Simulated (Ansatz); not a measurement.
Ideal-gas functions of `F[Si@H]1O[C@@H]1Cl` at 800 K and 1 bar, from an Ansatz frequency run at PBE0-D4/def2-TZVP.

Molar mass 112.56 g/mol, point group C1 (symmetry number 1), electronic degeneracy 1, moments of inertia 44.793, 317.156, 331.101 u Å². Harmonic wavenumbers (cm⁻¹, unscaled): 160, 178, 293, 405, 600, 671, 740, 827, 872, 912, 1076, 1124, 1268, 2327, 3167.

Use S(trans) = R[1.5 ln M + 2.5 ln T − 1.1517]; rotational temperatures θ = 24.2544 K / I; S(rot) = R[ln(√π/σ · √(T³/θAθBθC)) + 1.5]; for each mode x = 1.438777 ν̃/T, S = R[x/(eˣ − 1) − ln(1 − e⁻ˣ)] and H = RT x/(eˣ − 1); 1 cm⁻¹ = 0.0119627 kJ/mol; R = 8.31446 J/(mol·K).

**Question.** By hand: the entropy, in J/(mol·K).

**Answer.** Translation 188.3. Rotation: θ = 0.5415, 0.0765, 0.0733 K, giving 124.7. Vibration, mode by mode: 18.70, 17.82, 13.74, 11.13, 8.07, 7.24, 6.53, 5.74, 5.38, 5.07, 4.01, 3.75, 3.06, 0.67, 0.19, in all 111.1. Electronic 0.0. Sum 424.1 J/(mol·K).

**Question.** By hand: H − E and G − E in kJ/mol, counted from the electronic energy.

**Answer.** Zero-point energy ½ × 14620 × 0.0119627 = 87.4; thermal vibration 46.0; translation, rotation and pV give 4 RT = 26.6. H − E = 160.0 kJ/mol, and G − E = 160.0 − 800 × 424.1/1000 = -179.3 kJ/mol.

Vibration gives 26 % of the entropy. The sum counts one conformer and one mirror image; others add a mixing term.
